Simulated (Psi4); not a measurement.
H3BeFOSi, singlet, geometry from GFN2-xTB (such geometries of metal compounds can be far from the true shape); Psi4 1.11 with HF/6-31G, TDA.

Here is a job for Psi4.
```
memory 2 GB

molecule {
0 1
Be    0.60789651    0.19915294    1.18784966
F     1.36833755    0.42712951    2.31687260
O    -0.04972222   -0.03768338   -0.01891250
Si   -0.81015254   -0.24651245   -1.43441731
H    -2.22463533   -0.42259653   -1.10563480
H    -0.22560141   -1.43467485   -2.05656137
H    -0.55647408    0.96913529   -2.20791350
symmetry c1
}

set {
  basis 6-31g
  puream true
  save_jk true
  tdscf_states [5]
  tdscf_tda true
  d_convergence 1e-8
}

energy('td-scf')
print_variables()
```

The log (banner, timings and long lists left out):

```
   => Loading Basis Set <=

    Name: 6-31G
    Role: ORBITAL
    Keyword: BASIS

         ---------------------------------------------------------
                                   SCF
               by Justin Turney, Rob Parrish, Andy Simmonett
                          and Daniel G. A. Smith
                              RHF Reference
         ---------------------------------------------------------

  ==> Geometry <==

    Molecular point group: c1
    Full point group: C1

    Geometry (in Angstrom), charge = 0, multiplicity = 1:

       Center              X                  Y                   Z               Mass
    ------------   -----------------  -----------------  -----------------  -----------------
         BE           0.541453953888     0.178953296984     1.069501962661     9.012183065000
         F            1.301894993888     0.406929866984     2.198524902661    18.998403162730
         O           -0.116164776112    -0.057883023016    -0.137260197339    15.994914619570
         SI          -0.876595096112    -0.266712093016    -1.552765007339    27.976926534650
         H           -2.291077886112    -0.442796173016    -1.223982497339     1.007825032230
         H           -0.292043966112    -1.454874493016    -2.174909067339     1.007825032230
         H           -0.622916636112     0.948935646984    -2.326261197339     1.007825032230

  Running in c1 symmetry.

  Rotational constants: A =      2.77858  B =      0.06754  C =      0.06752 [cm^-1]
  Rotational constants: A =  83299.76474  B =   2024.89998  C =   2024.09929 [MHz]
  Nuclear repulsion =  126.856482985881101

  Charge       = 0
  Multiplicity = 1
  Electrons    = 38
  Nalpha       = 19
  Nbeta        = 19

  ==> Algorithm <==

  SCF Algorithm Type is DF.
  DIIS enabled.
  MOM disabled.
  Fractional occupation disabled.
  Guess Type is SAD.
  Energy threshold   = 1.00e-06
  Density threshold  = 1.00e-08
  Integral threshold = 1.00e-12

  ==> Primary Basis <==

  Basis Set: 6-31G
    Blend: 6-31G
    Number of shells: 28
    Number of basis functions: 46
    Number of Cartesian functions: 46
    Spherical Harmonics?: true
    Max angular momentum: 1

   => Loading Basis Set <=

    Name: (6-31G AUX)
    Role: JKFIT
    Keyword: DF_BASIS_SCF

  ==> Integral Setup <==

  SCF_SUBTYPE=INCORE selected. In-core MEM_DF algorithm will be used.
  Using in-core AOs.

  ==> MemDFJK: Density-Fitted J/K Matrices <==

    J tasked:                   Yes
    K tasked:                   Yes
    wK tasked:                   No
    Algorithm:                 Core
    Schwarz Cutoff:           1E-12
    Mask sparsity (%):       4.4423
    Fitting Condition:        1E-10

   => Auxiliary Basis Set <=

  Basis Set: (6-31G AUX)
    Blend: CC-PVDZ-JKFIT + DEF2-UNIVERSAL-JKFIT
    Number of shells: 128
    Number of basis functions: 372
    Number of Cartesian functions: 427
    Spherical Harmonics?: true
    Max angular momentum: 3

  Minimum eigenvalue in the overlap matrix is 1.7945131054E-02.
  Reciprocal condition number of the overlap matrix is 4.2911492934E-03.
    Using symmetric orthogonalization.

  ==> Pre-Iterations <==

  SCF Guess: Superposition of Atomic Densities via on-the-fly atomic UHF (no occupation information).

   -------------------------
    Irrep   Nso     Nmo
   -------------------------
     A         46      46
   -------------------------
    Total      46      46
   -------------------------

  ==> Iterations <==

                           Total Energy        Delta E     RMS |[F,P]|

   @DF-RHF iter SAD:  -478.39948775890696   -4.78399e+02   0.00000e+00
   @DF-RHF iter   1:  -479.53572013886816   -1.13623e+00   1.33846e-02 ADIIS/DIIS
   @DF-RHF iter   2:  -479.61921252199306   -8.34924e-02   9.44406e-03 ADIIS/DIIS
   @DF-RHF iter   3:  -479.68373134991555   -6.45188e-02   5.73308e-04 ADIIS/DIIS
   @DF-RHF iter   4:  -479.68420401993848   -4.72670e-04   2.50683e-04 ADIIS/DIIS
   @DF-RHF iter   5:  -479.68425686759213   -5.28477e-05   2.82327e-05 DIIS
   @DF-RHF iter   6:  -479.68425909359468   -2.22600e-06   5.28538e-06 DIIS
   @DF-RHF iter   7:  -479.68425917108459   -7.74899e-08   1.12679e-06 DIIS
   @DF-RHF iter   8:  -479.68425917462019   -3.53560e-09   1.88801e-07 DIIS
   @DF-RHF iter   9:  -479.68425917471603   -9.58380e-11   3.41232e-08 DIIS
   @DF-RHF iter  10:  -479.68425917471899   -2.95586e-12   6.73359e-09 DIIS
  Energy and wave function converged.

  ==> Post-Iterations <==

    Orbital Energies [Eh]
    ---------------------

    Doubly Occupied:

[...]
      19A     -0.458451

    Virtual:

[...]
    Final Occupation by Irrep:
              A
    DOCC [    19 ]
    NA   [    19 ]
    NB   [    19 ]

  @DF-RHF Final Energy:  -479.68425917471899

   => Energetics <=

    Nuclear Repulsion Energy =            126.8564829858811009
    One-Electron Energy =                -918.0629553753628898
    Two-Electron Energy =                 311.5222132147627576
    Total Energy =                       -479.6842591747189886

Computation Completed

Properties will be evaluated at   0.000000,   0.000000,   0.000000 [a0]

Properties computed using the SCF density matrix

 Multipole Moments:

 ------------------------------------------------------------------------------------
     Multipole            Electronic (a.u.)      Nuclear  (a.u.)        Total (a.u.)
 ------------------------------------------------------------------------------------

 L = 1.  Multiply by 2.5417464519 to convert [e a0] to [Debye]
 Dipole X            :          4.1718286           -4.7712132           -0.5993846
 Dipole Y            :          1.3157371           -1.4505283           -0.1347912
 Dipole Z            :          7.7026797           -8.4984999           -0.7958202
 Magnitude           :                                                    1.0053658

 ------------------------------------------------------------------------------------

[...]

  ==> Options <==

     Residual threshold  : 1.0000e-06
     Initial guess       : denominators
     Reference           : RHF
     Solver type         : TDA (Davidson)

  ==> Requested Excitations <==

      5 singlet states with A symmetry

  ==> Seeking the lowest 5 singlet states with A symmetry

                         Generalized Davidson Solver
                               By Ruhee Dcunha

  ==> Options <==

    Max number of iterations        = 60
    Eigenvector tolerance           = 1.0000e-06
    Max number of expansion vectors = 1500

  => Iterations <=
                           Max[D[value]]     Max[|R|]   # vectors
  DavidsonSolver iter   1:   4.30009e-01  7.21045e-02     20
  DavidsonSolver iter   2:   1.29872e-02  2.74076e-02     25
  DavidsonSolver iter   3:   5.24320e-03  2.06280e-02     30
  DavidsonSolver iter   4:   2.17691e-03  1.30621e-02     35
  DavidsonSolver iter   5:   3.60955e-04  6.28768e-03     40
  DavidsonSolver iter   6:   1.79919e-04  7.58166e-03     45
  DavidsonSolver iter   7:   1.42755e-04  4.40806e-03     50
  DavidsonSolver iter   8:   3.43739e-05  1.57147e-03     55
  DavidsonSolver iter   9:   3.34672e-06  3.86507e-04     60
  DavidsonSolver iter  10:   2.26346e-07  1.16455e-04     65
  DavidsonSolver iter  11:   2.67250e-08  7.31459e-05     68
  DavidsonSolver iter  12:   3.64785e-09  2.26804e-05     71
  DavidsonSolver iter  13:   4.22855e-10  9.85675e-06     72
  DavidsonSolver iter  14:   5.40955e-11  4.28427e-06     73
  DavidsonSolver iter  15:   6.42997e-12  1.19264e-06     74
  DavidsonSolver iter  16:   6.92502e-13  6.58595e-07     75      Converged

******************************************************************************************
**********                               WARNING                                **********
**********  Length-gauge rotatory strengths are **NOT** gauge-origin invariant  **********
******************************************************************************************

                                    Excitation Energy         Total Energy        Oscillator Strength             Rotatory Strength
     #   Sym: GS->ES (Trans)        au              eV              au          au (length)    au (velocity)    au (length)    au (velocity)
    ---- -------------------- --------------- --------------- --------------- --------------- --------------- --------------- ---------------
     1        A->A (1 A)       0.33213         9.03776        -479.35213       0.0009          0.0173          0.0027          0.0018
     2        A->A (1 A)       0.33246         9.04667        -479.35180       0.0009          0.0171         -0.0033         -0.0020
     3        A->A (1 A)       0.39268         10.68526       -479.29158       0.0549          0.0270         -0.0018         -0.0021
     4        A->A (1 A)       0.39389         10.71831       -479.29037       0.0571          0.0287          0.0053          0.0041
     5        A->A (1 A)       0.41217         11.21559       -479.27209       0.0020          0.0011         -0.0065         -0.0041

Contributing excitations
Only contributions with abs(coeff) > 1.00e-01 will be printed:

Excited State    1 (1 A):   0.33213 au   137.18 nm f = 0.0009
  Sums of squares: Xssq =  1.000000e+00
     16a  ->  20a     0.138801 ( 1.927%)
     16a  ->  21a     0.130846 ( 1.712%)
     18a  ->  20a     0.135096 ( 1.825%)
     19a  ->  20a    -0.933781 (87.195%)
     19a  ->  21a     0.140995 ( 1.988%)
     19a  ->  27a     0.118881 ( 1.413%)

Excited State    2 (1 A):   0.33246 au   137.05 nm f = 0.0009
  Sums of squares: Xssq =  1.000000e+00
     17a  ->  20a     0.137894 ( 1.901%)
     17a  ->  21a     0.132691 ( 1.761%)
     18a  ->  20a     0.932792 (87.010%)
     18a  ->  21a    -0.148805 ( 2.214%)
     18a  ->  27a    -0.118303 ( 1.400%)
     19a  ->  20a     0.133854 ( 1.792%)

Excited State    3 (1 A):   0.39268 au   116.03 nm f = 0.0549
  Sums of squares: Xssq =  1.000000e+00
     16a  ->  20a     0.276941 ( 7.670%)
     16a  ->  21a     0.121290 ( 1.471%)
     17a  ->  20a    -0.424004 (17.978%)
     17a  ->  21a    -0.178427 ( 3.184%)
     18a  ->  21a    -0.358970 (12.886%)
     18a  ->  25a    -0.101017 ( 1.020%)
     19a  ->  21a    -0.705736 (49.806%)

Excited State    4 (1 A):   0.39389 au   115.68 nm f = 0.0571
  Sums of squares: Xssq =  1.000000e+00
     16a  ->  20a    -0.418528 (17.517%)
     16a  ->  21a    -0.149418 ( 2.233%)
     17a  ->  20a    -0.290848 ( 8.459%)
     17a  ->  21a    -0.101408 ( 1.028%)
     18a  ->  21a    -0.691640 (47.837%)
     18a  ->  23a    -0.138402 ( 1.916%)
     19a  ->  21a     0.363996 (13.249%)
     19a  ->  22a    -0.102282 ( 1.046%)

Excited State    5 (1 A):   0.41217 au   110.55 nm f = 0.0020
  Sums of squares: Xssq =  1.000000e+00
     16a  ->  22a    -0.340390 (11.587%)
     17a  ->  22a    -0.183338 ( 3.361%)
     18a  ->  22a    -0.614653 (37.780%)
     18a  ->  24a    -0.261469 ( 6.837%)
     19a  ->  22a     0.416016 (17.307%)
     19a  ->  23a     0.304230 ( 9.256%)
     19a  ->  24a     0.111903 ( 1.252%)
     19a  ->  25a    -0.210746 ( 4.441%)

******************************************************************************************
**********                               WARNING                                **********
**********       The names of excited state variables changed between 1.5       **********
**********     and 1.6. For a quick solution, remove the symmetry specifier     **********
**********   from the variable name. For full details, see 'Notes on Psivars'   **********
**********                        in the documentation.                         **********
******************************************************************************************

  Variable Map:
  ----------------------------------------------------------------------------
[...]
  Array Variable Map:
  ----------------------------------------------------------------------------
[...]
[...]
```
